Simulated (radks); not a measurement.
Task: Method: scalar-relativistic Kohn-Sham, PBE, spin-polarised, spherical densities, finite nucleus; open shells are filled with parallel spins first (spin-orbit coupling, left out, can overturn this in heavy ions); Fermi nuclear charge, rms radius of each element as measured or else 0.836 A^(1/3) + 0.57 fm; computed with a radial shooting solver on a logarithmic mesh with Libxc functionals. Each species is in its NIST ground configuration. Rank Tm3+, Tb3+, Sm3+, Eu3+, Nd3+, Ho3+, Pm3+, Lu3+, Dy3+, Pr3+, La3+, Er3+, Gd3+, Yb3+, Ce3+ by radius at which the density is 0.001 e/bohr^3 (bohr), largest first.

Result: La3+ 3.50, Ce3+ 3.46, Pr3+ 3.42, Nd3+ 3.38, Pm3+ 3.35, Sm3+ 3.31, Eu3+ 3.28, Gd3+ 3.25, Tb3+ 3.22, Dy3+ 3.19, Ho3+ 3.16, Er3+ 3.13, Tm3+ 3.11, Yb3+ 3.08, Lu3+ 3.06.
